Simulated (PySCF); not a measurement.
**[Sm(NH3)3]2+: from a saddle point downhill**

PySCF 2.14.0, RKS PBE0, Sm lcecp-0-SVP with ECP52, N def2-SVP, H def2-SVP; non-relativistic Hamiltonian with scalar-relativistic core potentials where named; density fitting; no spin-orbit coupling. Relaxed within the symmetry of its start, the geometry (C3h) is

```xyz
13

Sm    0.0000    0.0000    0.0000
N     2.6793    0.0001    0.0000
H     3.1129   -0.4655    0.8062
H     3.1129   -0.4655   -0.8062
H     3.1129    0.9310    0.0000
N    -1.3397    2.3203    0.0000
H    -1.1533    2.9286    0.8062
H    -1.1533    2.9286   -0.8062
H    -2.3627    2.2304    0.0000
N    -1.3395   -2.3204    0.0000
H    -1.9596   -2.4631    0.8062
H    -1.9596   -2.4631   -0.8062
H    -0.7502   -3.1614    0.0000
```

and its lowest harmonic modes are -52, -52, -50, -21, 42, 42 cm⁻¹ (negative: unstable). It was moved along the lowest mode and relaxed again.

(1) Where does it end, and how much lower?

(2) How do the contacts change?

No frequency check is given for the end, and other unstable modes may remain.

An lcecp potential fixes the number of 4f electrons, so in runs with it no electron can move into or out of that shell.

State: singlet in the valence, with the 4f electrons in the core potential.

Results:

(1) In C1, 0.000 eV lower, after 3 steps:
```xyz
13

Sm   -0.0006   -0.0008   -0.0006
N     2.6803   -0.0001    0.0057
H     3.1116   -0.2441    0.9055
H     3.1174   -0.6557   -0.6532
H     3.1145    0.9004   -0.2303
N    -1.3403    2.3207    0.0094
H    -1.0097    3.0105    0.6951
H    -1.3176    2.8375   -0.8781
H    -2.3437    2.2425    0.2141
N    -1.3402   -2.3210   -0.0151
H    -1.9899   -2.4520    0.7696
H    -1.9300   -2.4760   -0.8416
H    -0.7516   -3.1619    0.0194
```

(2) 
```json
{"contact": "Sm1–N2 (NH3)", "saddle (Å)": "2.679", "end (Å)": "2.681"}
{"contact": "Sm1–N6 (NH3)", "saddle (Å)": "2.679", "end (Å)": "2.680"}
{"contact": "Sm1–N10 (NH3)", "saddle (Å)": "2.679", "end (Å)": "2.679"}
```
